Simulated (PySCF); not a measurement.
## Sb: excitation energy

Sb [Kr] 4d10 5s2 5p3 (4S) → Sb [Kr] 4d10 5s1 5p4 (4P), as a difference of total energies. All numbers are calculated (PySCF 2.14, scalar relativity by spin-free X2C-1e, in x2c-TZVPPall with one added diffuse shell each of s, p, d, f type (9s7p5d3f, 76 functions)). Correlated levels: valence and next inner shell: [Ar] 3d10 frozen. The calculations carry no spin-orbit coupling.

```tsv
method	excitation energy (eV)
UHF	7.400
MP2 (valence and next inner shell)	7.914
SCS-MP2 (valence and next inner shell)	7.842
CCSD (valence and next inner shell)	7.459
CCSD(T) (valence and next inner shell)	7.168
```

Q: How much does correlation contribute at CCSD(T) (valence and next inner shell)?

A: 7.168 − (7.400) = -0.232 eV, measured against UHF.

The coupled-cluster amplitudes are large for the upper state (T1 above 0.03 or a double amplitude above 0.15), so a single reference is strained.
